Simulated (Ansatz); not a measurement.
H3In (SMILES [InH3]) moved off its minimum; all values from Ansatz (an electronic-structure program), cores frozen in correlated methods. Elements past Kr take the def2 small-core potentials, without spin–orbit coupling.
(charge 0, multiplicity 1)
```xyz
4

In     0.0545    -0.0890     0.0162
H      0.6485    -0.4857     1.5448
H     -0.2824     1.6602    -0.2455
H     -0.3834    -1.2056    -1.2765
```

Forces at HF/def2-TZVPP (eV/Å):

| atom | Fx | Fy | Fz |
|---|---|---|---|
| In1 | -0.625 | 0.746 | -0.821 |
| H2 | 0.282 | -0.312 | 0.488 |
| H3 | 0.153 | -0.619 | 0.005 |
| H4 | 0.190 | 0.184 | 0.328 |

Give the forces (eV/Å), the total energy and the dipole at CCSD(T)/def2-TZVPPD.


```
atom      Fx      Fy      Fz
----  ------  ------  ------
In1   -0.577   0.697  -0.817
H2     0.346  -0.340   0.679
H3     0.108  -0.403  -0.017
H4     0.123   0.046   0.155
```
Energy -191.0234 hartree, dipole 0.52 D.
